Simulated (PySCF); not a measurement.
Atom-mapped SMILES (the numbers label the heavy atoms): `[CH3:1][O:2][CH:3]1[C:4]([CH3:5])=[C:6]1[CH3:7]`. Hydrogens are named by the atom that carries them.

- PBE0/pcSseg-1 with gauge-including orbitals
- structure optimised with GFN2-xTB
- program: PySCF
- isolated molecule, non-relativistic Hamiltonian, single conformer, equivalent nuclei averaged

References, each an isolated molecule treated in the same way: TMS for 13C (σ = 186.93 ppm) and 1H (σ = 31.72 ppm); H2O for 17O (σ = 336.08 ppm).

| atoms | nucleus | count | Hirshfeld charge | δ (ppm) |
| --- | --- | --- | --- | --- |
| C3 | 13C | 1 | 0.00 | 60.3 |
| H(C3) | 1H | 1 | 0.02 | 3.38 |
| H(C5)/H(C7) | 1H | 6 | 0.05 | 2.29 |
| C5/C7 | 13C | 2 | -0.11 | 12.3 |
| O2 | 17O | 1 | -0.17 | 58.4 |
| C1 | 13C | 1 | -0.05 | 59.2 |
| C4/C6 | 13C | 2 | -0.01 | ? |
| H(C1) | 1H | 3 | 0.04 | ? |

Estimate the values marked ?.

Results:


- C4/C6: 128.2 ppm, fully substituted alkene carbon; the olefinic region
- H(C1): 3.42 ppm, hydrogen on a methyl carbon bonded to O; its carbon carries O, hence the downfield position

Shifts are as computed. Against solution values, carbons near 30 ppm lie about +3 ppm off and those near 130 ppm about +5 ppm. Of 1211 compounds with measured shifts, 218 miss one by over three times the rms of a fit or turn the order of signals round; such compounds aren't used in these exercises. Experimental scales use liquid or dissolved standards, which lie at an offset from isolated H2O (liquid H2O: subtract about 36 ppm).
